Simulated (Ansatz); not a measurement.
`CO[Si](O)([SiH3])Cl`, charge 0, multiplicity 1.

Question: Give a relaxed structure at PBE0-D4/def2-TZVP (Ansatz 0.2.0). (An estimate is asked.)

Answer: Computed: 
```xyz
13

C     1.917   -0.812   -0.436
O     0.567   -0.868   -0.844
Si   -0.570    0.272   -0.590
O    -1.876   -0.106   -1.483
Si   -1.240    0.494    1.633
Cl    0.232    2.082   -1.206
H     2.415    0.074   -0.840
H     2.002   -0.798    0.656
H     2.418   -1.704   -0.813
H    -1.755   -0.266   -2.422
H    -0.037    0.757    2.467
H    -2.183    1.633    1.770
H    -1.891   -0.756    2.108
```
This is one stationary point; other conformers may exist.
